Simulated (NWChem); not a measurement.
System: C₂H₄F₂OSi; SMILES F/C=C(\[SiH2]O)F

The following NWChem deck was run.

```
start job
memory heap 200 mb stack 900 mb global 1100 mb
geometry units angstroms
  O     -2.187675     0.328688    -0.902555
  Si    -1.222512    -0.289417     0.239700
  C      0.568413     0.195322    -0.207005
  F      0.718582     0.932840    -1.340449
  C      1.677802    -0.098522     0.450673
  F      1.619416    -0.821718     1.577792
  H     -1.853958     0.835014    -1.640025
  H     -1.553500     0.321343     1.521213
  H     -1.322107    -1.743362     0.208415
  H      2.685309     0.186025     0.180751
end
basis spherical
  * library def2-svp
end
dft
  xc pbe0
  iterations 150
end
driver
  maxiter 120
end
task dft optimize
task dft freq
```

Output (shortened):

```
             Northwest Computational Chemistry Package (NWChem) 7.3.0
             --------------------------------------------------------

 CS  symmetry detected

                             Geometry "geometry" -> ""
                             -------------------------

 Output coordinates in angstroms (scale by  1.889725989 to convert to a.u.)

  No.       Tag          Charge          X              Y              Z
 ---- ---------------- ---------- -------------- -------------- --------------
    1 O                    8.0000    -0.09244816     2.35311370     0.00000000
    2 Si                  14.0000    -0.83727880     0.91660153     0.00000000
    3 C                    6.0000     0.51887514    -0.42607344     0.00000000
    4 F                    9.0000     1.80204365     0.02631734     0.00000000
    5 C                    6.0000     0.36192399    -1.73946407     0.00000000
    6 F                    9.0000    -0.86941442    -2.26920395     0.00000000
    7 H                    1.0000     0.85834890     2.44017690     0.00000000
    8 H                    1.0000    -1.61001972     0.78344880     1.22881936
    9 H                    1.0000    -1.61001972     0.78344880    -1.22881936
   10 H                    1.0000     1.14472129    -2.48520103     0.00000000

 Effective nuclear repulsion energy (a.u.)     297.4273178392

      Symmetry information
      --------------------

 Group name             Cs
 Group number              2
 Group order               2
 No. of unique centers     9

                                Z-matrix (autoz)
                                --------

 Units are Angstrom for bonds and degrees for angles

[...]

      ----------------------
      Optimization converged
      ----------------------

  Step       Energy      Delta E   Gmax     Grms     Xrms     Xmax
  ---- ---------------- -------- -------- -------- -------- --------
@    7    -642.16635149 -1.3D-07  0.00006  0.00001  0.00076  0.00177
                                     ok       ok       ok       ok

                                Z-matrix (autoz)
                                --------

 Units are Angstrom for bonds and degrees for angles

[...]

 Rotational Constants
 --------------------
 A=   0.153755 cm-1  (  0.221214 K)
 B=   0.064309 cm-1  (  0.092524 K)
 C=   0.046078 cm-1  (  0.066295 K)

 Temperature                      =   298.15K
 frequency scaling parameter      =   1.0000

 Zero-Point correction to Energy  =   36.838 kcal/mol  (  0.058706 au)
 Thermal correction to Energy     =   41.018 kcal/mol  (  0.065366 au)
 Thermal correction to Enthalpy   =   41.610 kcal/mol  (  0.066309 au)

 Total Entropy                    =   81.203 cal/mol-K
   - Translational                =   39.984 cal/mol-K (mol. weight = 109.9999)
   - Rotational                   =   27.650 cal/mol-K (symmetry #  =        1)
   - Vibrational                  =   13.570 cal/mol-K

 Cv (constant volume heat capacity) =   23.180 cal/mol-K
   - Translational                  =    2.979 cal/mol-K
   - Rotational                     =    2.979 cal/mol-K
   - Vibrational                    =   17.221 cal/mol-K

[normal modes left out]

 ----------------------------------------------------------------------------
 Normal Eigenvalue ||           Projected Infra Red Intensities
  Mode   [cm**-1]  || [atomic units] [(debye/angs)**2] [(KM/mol)] [arbitrary]
 ------ ---------- || -------------- ----------------- ---------- -----------
    1       -1.464 ||    0.001349           0.031         1.315       0.254
    2       -0.000 ||    0.000113           0.003         0.110       0.021
    3       -0.000 ||    0.000024           0.001         0.023       0.005
    4       -0.000 ||    0.000385           0.009         0.376       0.073
    5       -0.000 ||    0.000001           0.000         0.001       0.000
    6       -0.000 ||    0.000128           0.003         0.125       0.024
    7        0.000 ||    0.000270           0.006         0.263       0.051
    8      116.392 ||    0.001692           0.039         1.649       0.319
    9      167.653 ||    0.093736           2.163        91.378      17.676
   10      209.111 ||    0.011767           0.271        11.471       2.219
   11      315.843 ||    0.002635           0.061         2.569       0.497
   12      349.964 ||    0.009148           0.211         8.918       1.725
   13      383.699 ||    0.027209           0.628        26.524       5.131
   14      568.593 ||    0.001612           0.037         1.572       0.304
   15      616.005 ||    0.009924           0.229         9.674       1.871
   16      668.329 ||    0.077975           1.799        76.014      14.704
   17      718.283 ||    0.019444           0.449        18.955       3.666
   18      800.765 ||    0.069989           1.615        68.229      13.198
   19      874.933 ||    0.020840           0.481        20.316       3.930
   20      910.612 ||    0.156964           3.621       153.016      29.598
   21      939.824 ||    0.339813           7.840       331.267      64.078
   22      990.256 ||    0.097766           2.256        95.307      18.436
   23     1212.110 ||    0.255272           5.889       248.852      48.136
   24     1215.514 ||    0.008694           0.201         8.476       1.640
   25     1316.010 ||    0.002480           0.057         2.417       0.468
   26     1759.417 ||    0.030744           0.709        29.971       5.797
   27     2252.581 ||    0.143310           3.306       139.706      27.024
   28     2259.259 ||    0.081533           1.881        79.483      15.375
   29     3230.556 ||    0.003835           0.088         3.739       0.723
   30     3905.373 ||    0.122285           2.821       119.209      23.059
 ----------------------------------------------------------------------------

 ===============================================================================
      Negative Nuclear Hessian Mode    1  Eigenvalue =     -1.46 cm**(-1)
 -------------------------------------------------------------------------------
   Raw step length:  0.247 angstroms ;  The Raw step for this mode is:
    1 O                    8.0000     0.00000002    -0.00000001    -0.08464236
    2 Si                  14.0000    -0.00000001     0.00000000     0.04674396
    3 C                    6.0000    -0.00000001     0.00000000     0.01580209
    4 F                    9.0000    -0.00000001     0.00000001     0.03416973
    5 C                    6.0000     0.00000000     0.00000000    -0.02042843
    6 F                    9.0000     0.00000001    -0.00000001    -0.03630852
    7 H                    1.0000     0.00000002    -0.00000003    -0.04603985
    8 H                    1.0000     0.08381663     0.05186157     0.11316238
    9 H                    1.0000    -0.08381665    -0.05186155     0.11316238
   10 H                    1.0000     0.00000001     0.00000001    -0.03914522

  Geometry after  100.0% step for mode  1; Step length =  0.247 angstroms
   Maximum component (any atom: x,y, or z) displacement:  0.214
    1 O                    8.0000    -0.02755489     2.36500531    -0.08464236
    2 Si                  14.0000    -0.84462048     0.91784209     0.04674396
    3 C                    6.0000     0.51980492    -0.39749747     0.01580209
    4 F                    9.0000     1.77863329     0.09717756     0.03416973
    5 C                    6.0000     0.37132122    -1.72213001    -0.02042843
    6 F                    9.0000    -0.85111346    -2.24709920    -0.03630852
    7 H                    1.0000     0.93167025     2.27260153    -0.04603985
    8 H                    1.0000    -1.61386251     0.82777201     1.32573379
    9 H                    1.0000    -1.78149579     0.72404889    -1.09940903
   10 H                    1.0000     1.18394958    -2.45455610    -0.03914522

  Geometry after -100.0% step for mode  1; Step length =  0.247 angstroms
   Maximum component (any atom: x,y, or z) displacement:  0.214
    1 O                    8.0000    -0.02755492     2.36500533     0.08464236
    2 Si                  14.0000    -0.84462046     0.91784208    -0.04674396
    3 C                    6.0000     0.51980494    -0.39749748    -0.01580209
    4 F                    9.0000     1.77863331     0.09717754    -0.03416973
    5 C                    6.0000     0.37132122    -1.72213001     0.02042843
    6 F                    9.0000    -0.85111347    -2.24709918     0.03630852
    7 H                    1.0000     0.93167022     2.27260158     0.04603985
    8 H                    1.0000    -1.78149577     0.72404886     1.09940902
    9 H                    1.0000    -1.61386249     0.82777198    -1.32573378
   10 H                    1.0000     1.18394956    -2.45455612     0.03914522

  Geometry after   50.0% step for mode  1; Step length =  0.124 angstroms
   Maximum component (any atom: x,y, or z) displacement:  0.107
    1 O                    8.0000    -0.02755490     2.36500531    -0.04232118
    2 Si                  14.0000    -0.84462047     0.91784208     0.02337198
    3 C                    6.0000     0.51980492    -0.39749747     0.00790104
    4 F                    9.0000     1.77863329     0.09717756     0.01708487
    5 C                    6.0000     0.37132122    -1.72213001    -0.01021422
    6 F                    9.0000    -0.85111346    -2.24709919    -0.01815426
    7 H                    1.0000     0.93167024     2.27260154    -0.02301993
    8 H                    1.0000    -1.65577082     0.80184122     1.26915260
    9 H                    1.0000    -1.73958746     0.74997966    -1.15599022
   10 H                    1.0000     1.18394958    -2.45455610    -0.01957261

  Geometry after  -50.0% step for mode  1; Step length =  0.124 angstroms
   Maximum component (any atom: x,y, or z) displacement:  0.107
    1 O                    8.0000    -0.02755491     2.36500532     0.04232118
    2 Si                  14.0000    -0.84462047     0.91784208    -0.02337198
    3 C                    6.0000     0.51980493    -0.39749748    -0.00790104
    4 F                    9.0000     1.77863330     0.09717755    -0.01708487
    5 C                    6.0000     0.37132122    -1.72213001     0.01021422
    6 F                    9.0000    -0.85111347    -2.24709918     0.01815426
    7 H                    1.0000     0.93167022     2.27260157     0.02301993
    8 H                    1.0000    -1.73958745     0.74997965     1.15599021
    9 H                    1.0000    -1.65577081     0.80184121    -1.26915259
   10 H                    1.0000     1.18394957    -2.45455611     0.01957261

  Geometry after   93.5% step for mode  1; Step length =  0.231 angstroms
   Maximum component (any atom: x,y, or z) displacement:  0.200
    1 O                    8.0000    -0.02755489     2.36500531    -0.07916201
    2 Si                  14.0000    -0.84462047     0.91784209     0.04371743
    3 C                    6.0000     0.51980492    -0.39749747     0.01477895
    4 F                    9.0000     1.77863329     0.09717756     0.03195734
    5 C                    6.0000     0.37132122    -1.72213001    -0.01910575
    6 F                    9.0000    -0.85111346    -2.24709920    -0.03395765
    7 H                    1.0000     0.93167025     2.27260153    -0.04305891
    8 H                    1.0000    -1.61928939     0.82441412     1.31840685
    9 H                    1.0000    -1.77606891     0.72740677    -1.10673596
   10 H                    1.0000     1.18394958    -2.45455610    -0.03661069

  Geometry after  -93.5% step for mode  1; Step length =  0.231 angstroms
   Maximum component (any atom: x,y, or z) displacement:  0.200
    1 O                    8.0000    -0.02755492     2.36500533     0.07916201
    2 Si                  14.0000    -0.84462046     0.91784208    -0.04371743
    3 C                    6.0000     0.51980494    -0.39749748    -0.01477895
    4 F                    9.0000     1.77863331     0.09717755    -0.03195734
    5 C                    6.0000     0.37132122    -1.72213001     0.01910575
    6 F                    9.0000    -0.85111347    -2.24709918     0.03395765
    7 H                    1.0000     0.93167022     2.27260158     0.04305891
    8 H                    1.0000    -1.77606889     0.72740674     1.10673596
    9 H                    1.0000    -1.61928937     0.82441410    -1.31840685
   10 H                    1.0000     1.18394956    -2.45455612     0.03661069

  Geometry after   46.8% step for mode  1; Step length =  0.116 angstroms
   Maximum component (any atom: x,y, or z) displacement:  0.100
    1 O                    8.0000    -0.02755490     2.36500531    -0.03958101
    2 Si                  14.0000    -0.84462047     0.91784208     0.02185871
    3 C                    6.0000     0.51980492    -0.39749747     0.00738947
    4 F                    9.0000     1.77863329     0.09717756     0.01597867
    5 C                    6.0000     0.37132122    -1.72213001    -0.00955287
    6 F                    9.0000    -0.85111346    -2.24709919    -0.01697883
    7 H                    1.0000     0.93167024     2.27260154    -0.02152945
    8 H                    1.0000    -1.65848426     0.80016228     1.26548913
    9 H                    1.0000    -1.73687402     0.75165860    -1.15965368
   10 H                    1.0000     1.18394958    -2.45455610    -0.01830534

  Geometry after  -46.8% step for mode  1; Step length =  0.116 angstroms
   Maximum component (any atom: x,y, or z) displacement:  0.100
    1 O                    8.0000    -0.02755491     2.36500532     0.03958101
    2 Si                  14.0000    -0.84462047     0.91784208    -0.02185871
    3 C                    6.0000     0.51980493    -0.39749748    -0.00738947
    4 F                    9.0000     1.77863330     0.09717755    -0.01597867
    5 C                    6.0000     0.37132122    -1.72213001     0.00955287
    6 F                    9.0000    -0.85111347    -2.24709918     0.01697883
    7 H                    1.0000     0.93167022     2.27260157     0.02152945
    8 H                    1.0000    -1.73687401     0.75165859     1.15965368
    9 H                    1.0000    -1.65848426     0.80016227    -1.26548913
   10 H                    1.0000     1.18394957    -2.45455611     0.01830534
```

Level: PBE0/def2-SVP.
